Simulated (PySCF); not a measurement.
Species, as SMILES: F[C]Cl (closed-shell singlet).
Geometry (B3LYP-D3(BJ)/def2-TZVP, fixed):
```xyz
3

F     -1.4677    -0.2909     0.0321
C     -0.5979     0.6705    -0.0192
Cl     0.9880    -0.0826    -0.0102
```

How fast the isotropic shielding of Cl3 converges with the basis for several methods (PySCF): deviation from each method's own reference, in ppm. References: HF 133.21 ppm, the value in pcSseg-3; PBE -46.78 ppm, the value in pcSseg-3; PBE0 -5.55 ppm, the value in pcSseg-3. All functions are spherical. No added dispersion term, no relativity. GIAO; atoms are numbered in the order shown.

```tsv
basis	functions	HF	PBE	PBE0
pcSseg-0	31	-115.79	-61.73	-82.56
6-311G**	62	64.27	67.87	64.30
aug-pcseg-1	73	1.08	-24.34	-18.59
6-311++G(2d,2p)	89	27.34	25.44	25.71
jun-cc-pV(T+d)Z	126	42.05	46.28	45.69
aug-pcseg-2	142	5.86	3.79	4.27
aug-cc-pV(T+d)Z	147	46.05	48.97	48.89
def2-QZVP	184	4.25	6.95	6.02
```

Mean absolute deviation over 6-311G**, 6-311++G(2d,2p), jun-cc-pV(T+d)Z, aug-pcseg-2, aug-cc-pV(T+d)Z: HF 37.11, PBE0 37.77, PBE 38.47 ppm.
